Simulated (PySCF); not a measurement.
Molfile (atoms numbered from 1):
```
C3H9ClSi
     RDKit          3D

 14 13  0  0  0  0  0  0  0  0999 V2000
   -0.2650    1.6456   -0.6358 C   0  0  0  0  0  0  0  0  0  0  0  0
    0.1724    0.1233    0.3429 Si  0  0  0  0  0  4  0  0  0  0  0  0
    1.4144   -0.9336   -0.5560 C   0  0  0  0  0  0  0  0  0  0  0  0
   -1.3450   -0.8517    0.8048 C   0  0  0  0  0  0  0  0  0  0  0  0
    1.0642    0.7580    2.1111 Cl  0  0  0  0  0  0  0  0  0  0  0  0
   -0.7556    1.3680   -1.5732 H   0  0  0  0  0  0  0  0  0  0  0  0
   -0.9448    2.2889   -0.0728 H   0  0  0  0  0  0  0  0  0  0  0  0
    0.6290    2.2246   -0.8768 H   0  0  0  0  0  0  0  0  0  0  0  0
    1.6914   -1.8039    0.0427 H   0  0  0  0  0  0  0  0  0  0  0  0
    0.9991   -1.2886   -1.5037 H   0  0  0  0  0  0  0  0  0  0  0  0
    2.3228   -0.3674   -0.7727 H   0  0  0  0  0  0  0  0  0  0  0  0
   -1.8691   -1.1891   -0.0941 H   0  0  0  0  0  0  0  0  0  0  0  0
   -2.0355   -0.2453    1.3948 H   0  0  0  0  0  0  0  0  0  0  0  0
   -1.0772   -1.7319    1.3937 H   0  0  0  0  0  0  0  0  0  0  0  0
  1  2  1  0
  2  3  1  0
  2  4  1  0
  2  5  1  0
  1  6  1  0
  1  7  1  0
  1  8  1  0
  3  9  1  0
  3 10  1  0
  3 11  1  0
  4 12  1  0
  4 13  1  0
  4 14  1  0
M  END
```

Geometry: PBE0-D3(BJ)/def2-TZVP; GIAO absolute shieldings from PySCF 2.14, gas phase, non-relativistic, averaged over equivalent atoms.

At PBE0/pcSseg-2 (320 basis functions, 49 s wall time on 1 thread of an Arm Neoverse V1, shared host):
```
                          atoms  σ (ppm)
                       C1/C3/C4    182.2
                            Si2    307.4
                            Cl5    923.3
H6/H7/H8/H9/H10/H11/H12/H13/H14    31.20
```

What do these become at KT3/pcSseg-2?

Results:


```
                          atoms  σ at KT3/pcSseg-2  change
                       C1/C3/C4              179.4    -2.8
                            Si2              326.8   +19.4
                            Cl5              920.1    -3.2
H6/H7/H8/H9/H10/H11/H12/H13/H14              31.30   +0.10
```

The largest change is at Si2 (silicon bonded to 3 C, Cl). Cost: 320 basis functions, 58 s wall time on 1 thread of an Arm Neoverse V1, shared host.
